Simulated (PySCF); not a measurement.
Species: 4,4-dimethyl-1-pentene, C7H14.
Atom-mapped SMILES: `[CH2:1]=[CH:2][CH2:3][C:4]([CH3:5])([CH3:6])[CH3:7]` (hydrogens: H8, H9 on C1; H10 on C2; H11, H12 on C3; H13, H14, H15 on C5; H16, H17, H18 on C6; H19, H20, H21 on C7)

Cartesian coordinates in Å at the GFN2-xTB level; atoms count from 1:
```xyz
21
C7H14 angstrom
C      2.6592    0.9491   -0.6317
C      1.8782   -0.0263   -0.2062
C      0.7532    0.1521    0.7614
C     -0.6378   -0.1584    0.1676
C     -1.6923    0.0921    1.2491
C     -0.7257   -1.6181   -0.2826
C     -0.9049    0.7621   -1.0242
H      3.4649    0.7754   -1.3251
H      2.5288    1.9670   -0.3011
H      2.0436   -1.0374   -0.5541
H      0.7546    1.1814    1.1272
H      0.9180   -0.5108    1.6163
H     -1.5234   -0.5543    2.1078
H     -2.6882   -0.1098    0.8611
H     -1.6612    1.1260    1.5859
H     -0.4672   -2.2895    0.5336
H     -1.7387   -1.8490   -0.6055
H     -0.0561   -1.8117   -1.1164
H     -1.8939    0.5724   -1.4362
H     -0.8531    1.8056   -0.7211
H     -0.1669    0.5990   -1.8065
```

The calculation used PySCF 2.14.0, density-fitted response routines, TDDFT PBE0/def2-SVPD, vertical, gas phase, core orbitals frozen in the response.

Frontier orbitals with the atoms that hold most of them (Löwdin shares over 4%, at most four atoms; ? is withheld):

```
orbital  ε (eV)                            atoms
 HOMO-3   -9.29    C4 20%, C3 17%, C7 14%, C6 8%
 HOMO-2   -9.05    C4 23%, C6 22%, C7 14%, C3 8%
 HOMO-1   -8.87                                ?
   HOMO   -7.38     C1 37%, C2 32%, C3 8%, C4 5%
   LUMO       ?                                ?
 LUMO+1    0.75     C5 10%, C6 10%, C7 9%, C1 7%
 LUMO+2    1.43  H10 16%, C6 11%, H18 9%, H11 9%
```

(1) Give the leading atoms of the HOMO-1.

(2) Which atoms hold the LUMO, and with what shares?

(3) What is the LUMO energy, and the HOMO–LUMO gap?

## Answers

(1) C5 (bonded to C and 3 H) 20%; C4 (bonded to 4 C) 18%; C2 (bonded to 2 C and H) 10%; C3 (bonded to 2 C and 2 H) 9%.

(2) C1 (bonded to C and 2 H) 32%; C2 (bonded to 2 C and H) 31%; H9 (bonded to C) 6%; C3 (bonded to 2 C and 2 H) 6%. By element: carbon 69% or more, hydrogen 6% or more.

(3) ε(LUMO) = 0.33 eV; the gap is 7.70 eV (0.2830 hartree).

Task: The HOMO–LUMO gap is 7.70 eV. Where does the response calculation put the lowest singlet, and from which orbitals?

Result: S1 is at 7.08 eV (f = 0.059), 0.62 eV below the gap, made of HOMO→LUMO+1 (65%), HOMO→LUMO (26%). Its leading pair isn't HOMO and LUMO; the energies of that pair differ by 8.13 eV. 

Next come S2 at 7.30 eV (f 0.314), HOMO→LUMO (66%), HOMO→LUMO+1 (21%); S3 at 7.65 eV (f 0.0031), HOMO→LUMO+2 (87%); S4 at 7.73 eV (f 0.027), HOMO-1→LUMO (51%), HOMO→LUMO+3 (32%); S5 at 7.75 eV (f 0.035), HOMO→LUMO+3 (51%), HOMO-1→LUMO (30%).

Löwdin shares depend on the basis, the more so with diffuse functions.

One conformer stands for the species.
